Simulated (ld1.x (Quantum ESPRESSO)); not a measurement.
## S (Z = 16): one change to an ultrasoft potential, before and after

```
Element                 : S (Z = 16)
Generator               : ld1.x (Quantum ESPRESSO) 7.5
Type                    : ultrasoft
Functional              : PBEsol
Relativity              : scalar-relativistic
Frozen core             : [Ne]
Valence charge          : 6
Reference configuration : 3s1.75 3p4.25
Partial waves           : 3s (bound): rcut 1.45, rcutus 1.65 bohr; 3s channel at -0.85 Ry: rcut 1.45, rcutus 1.65 bohr; 3p (bound): rcut 1.25, rcutus 1.65 bohr; 3p channel at 0.25 Ry: rcut 1.25, rcutus 1.65 bohr; 3d channel at 0.35 Ry: rcut 1.30, rcutus 1.50 bohr
Local potential         : all-electron potential smoothed inside 1.45 bohr (lloc = -1)
Core correction         : none
Augmentation charge     : built from norm-conserving waves at rcut, not smoothed further
```

All-electron outer shells of the reference configuration (PBEsol, scalar-relativistic, ld1.x):

```json
{"shell": "2s", "level (eV)": "-211.61", "outermost node (bohr)": "0.13", "outermost maximum (bohr)": "0.39"}
{"shell": "2p", "level (eV)": "-156.68", "outermost node (bohr)": "–", "outermost maximum (bohr)": "0.33"}
{"shell": "3s", "level (eV)": "-17.37", "outermost node (bohr)": "0.60", "outermost maximum (bohr)": "1.40"}
{"shell": "3p", "level (eV)": "-7.12", "outermost node (bohr)": "0.58", "outermost maximum (bohr)": "1.59"}
```

Change: functional LDA (PZ); added wave 3d channel at 1.7 Ry: rcut 1.30, rcutus 1.50 bohr.

Cutoffs: the cutoffs (Ry, on a coarse ladder) from which the occupation-weighted sum of valence levels, in a spherical-Bessel basis at the reference potential, stays within 10 and 1 mRy of its value at 400 Ry; they do not see the model core or the augmentation charge, which bear on the density cutoff. Errors are all-electron minus pseudo energies relative to the spin-unpolarised reference configuration.

**Question.** How do hardness, ghosts and transferability respond?

**Answer.** The potential gets neither clearly harder nor softer (18 Ry and 30 Ry → 18 Ry and 30 Ry); the number of tests with a reliable result goes from 7 to 9; of the 7 tests that both files solve, the error grows in 5 and shrinks in 0 by more than 15 % and 0.3 meV (median size 1.8 → 4.7 meV); neither file shows a bound ghost.

| quantity | base | changed |
| --- | --- | --- |
| cutoff, loose | 18 Ry | 18 Ry |
| cutoff, tight | 30 Ry | 30 Ry |
| bound ghosts | none | none |
| error for 3s2 3p4, meV [ΔE -2.56 → -2.55 eV] | +0.2 | +0.2 |
| error for 3s2 3p3, meV [ΔE 9.18 → 9.32 eV] | +0.1 | +1.2 |
| error for 3s2 3p2, meV [ΔE 31.42 → 31.69 eV] | +9.2 | +18 |
| error for 3s2 3p1, meV [ΔE 65.42 → 65.85 eV] | +52 | +89 |
| error for 3s0 3p6, meV [ΔE 18.12 → 18.06 eV] | +2.7 | +8.2 |
| error for 3s1 3p4, meV [ΔE 20.02 → 20.11 eV] | +1.8 | +4.7 |
| error for 3s2 3p3.5, meV [ΔE 2.09 → 2.16 eV] | -0.2 | 0.0 |
| s: phases at 1.79 bohr within 0.05 rad from the reference energy up to (Ry; the scan ends near 5) | to the end of the scan | to the end of the scan |
| p: phases at 1.79 bohr within 0.05 rad from the reference energy up to (Ry; the scan ends near 5) | to the end of the scan | to the end of the scan |
| d: phases at 1.79 bohr within 0.05 rad from the reference energy up to (Ry; the scan ends near 5) | to the end of the scan | to the end of the scan |
| lowest overlap eigenvalue by channel | s 0.39, p 0.73, d 1.00 | s 0.39, p 0.74, d 0.96 |
